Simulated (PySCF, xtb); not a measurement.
## Relative energy of two structures of HO2PSi

Structure I is a singlet given by its coordinates and structure II is `O1[Si]OP1`, a singlet. Both are isolated molecules in the gas phase, relaxed with B3LYP/6-31G*.

I (Å):

```xyz
5

O     0.8407   -1.6604    3.6415
O     0.5241   -0.1597    1.8873
P     1.3781   -0.2511    3.2026
Si   -0.4645   -1.7484    2.2541
H     0.4038   -2.6170    1.3555
```

Close contacts (Å): O1–P3 1.57, O1–Si4 1.91, O2–P3 1.57, O2–Si4 1.91, Si4–H5 1.52.

II (Å):

```xyz
5

O     1.3500   -0.7779    1.7067
O    -0.6202   -1.6783    2.5480
P     0.5371   -0.6174    3.1840
Si    0.1345   -1.7686    1.0097
H     1.2978   -1.5627    3.9544
```

Estimate which is lower in electronic energy at CCSD(T)/def2-SVP + ΔMP2/def2-TZVPP, and by roughly how much.

The CCSD(T)/def2-SVP + ΔMP2/def2-TZVPP calculation puts structure II lower, by 18.1 kcal/mol.

Level by level:

| level | geometry | E(II) − E(I) (kcal/mol) | departure from the last row (kcal/mol) | job, with rough time for the two |
| --- | --- | --- | --- | --- |
| B3LYP/6-31G* | B3LYP/6-31G* | −15.0 | +3.1 | optimisation, 45 s |
| HF/def2-SVP | B3LYP/6-31G* | −24.7 | −6.6 | part of the CCSD(T) run |
| MP2/def2-SVP | B3LYP/6-31G* | −15.4 | +2.7 | part of the CCSD(T) run |
| CCSD(T)/def2-SVP | B3LYP/6-31G* | −16.1 | +2.0 | single point |
| CCSD(T)/def2-SVP + ΔMP2/def2-TZVPP | B3LYP/6-31G* | −18.1 |  | single point, 23 s |

None of the levels shown reverses the order. The largest departure from CCSD(T)/def2-SVP + ΔMP2/def2-TZVPP is that of HF/def2-SVP, 6.6 kcal/mol. No reliable frequencies are at hand for II, so it isn't confirmed as a minimum. Levels run at GFN2-xTB geometries aren't shown. The last row adds to CCSD(T) the change of the MP2 difference between the two basis sets, here −2.0 kcal/mol.

The T1 diagnostic of structure I is large, so the coupled-cluster value is less sure. The correlated steps freeze 12 core orbitals. Programs: PySCF 2.14.0, xtb 6.7.1 (Pople sets with spherical d functions); the last row on 2 threads of AMD EPYC 7R43 64-Core Processor (Zen 3) on a shared host.
